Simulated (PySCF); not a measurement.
SMILES [SiH2](Br)[SiH2]C(C)C (C₃H₁₁BrSi₂), GFN2-xTB optimised geometry.

```
17

C      1.66     1.80    -1.18
C      1.74     0.29    -1.44
C      1.08    -0.05    -2.77
Si     1.00    -0.73     0.00
Si    -1.31    -0.73     0.00
Br    -2.14     1.35     0.00
H      0.62     2.13    -1.13
H      2.14     2.06    -0.24
H      2.15     2.35    -1.98
H      2.80     0.03    -1.52
H      0.03     0.24    -2.76
H      1.56     0.47    -3.59
H      1.13    -1.12    -2.97
H      1.43    -2.13    -0.15
H      1.54    -0.22     1.27
H     -1.98    -1.31    -1.17
H     -1.95    -1.30     1.18
```

Density from PySCF with B3LYP/def2-SVP at that geometry.

Minimum of the electron density along straight lines between bonded atoms, close to the bond critical point (lines longer than 1.1 times the sum of covalent radii, or with two minima, are not listed):

| bond | length / Å | ρ at the minimum / e bohr⁻³ | ∇²ρ there / e bohr⁻⁵ | position (fraction from the first atom) |
|---|---|---|---|---|
| C1–C2 | 1.527 | 0.242 | -0.54 | 0.50 |
| C2–C3 | 1.527 | 0.242 | -0.54 | 0.50 |
| C2–Si4 | 1.913 | 0.112 | 0.28 | 0.62 |
| Si5–Br6 | 2.240 | ? | ? | 0.35 |
| C1–H7 | 1.088 | 0.279 | -1.03 | 0.63 |
| C1–H8 | 1.088 | 0.277 | -1.01 | 0.62 |
| C1–H9 | 1.089 | 0.276 | -1.00 | 0.62 |
| C2–H10 | 1.097 | 0.272 | -0.95 | 0.62 |
| C3–H11 | 1.089 | 0.277 | -1.01 | 0.62 |
| C3–H13 | 1.089 | 0.277 | -1.01 | 0.62 |
| Si4–H14 | 1.471 | 0.115 | 0.32 | 0.49 |
| Si4–H15 | 1.468 | 0.116 | 0.32 | 0.49 |
| Si5–H16 | 1.463 | 0.118 | 0.33 | 0.49 |
| Si5–H17 | 1.461 | 0.119 | 0.33 | 0.49 |

Task: Complete the blanks.

Result: 
- Si5–Br6, ρ at the minimum / e bohr⁻³: 0.081
- Si5–Br6, ∇²ρ there / e bohr⁻⁵: 0.14
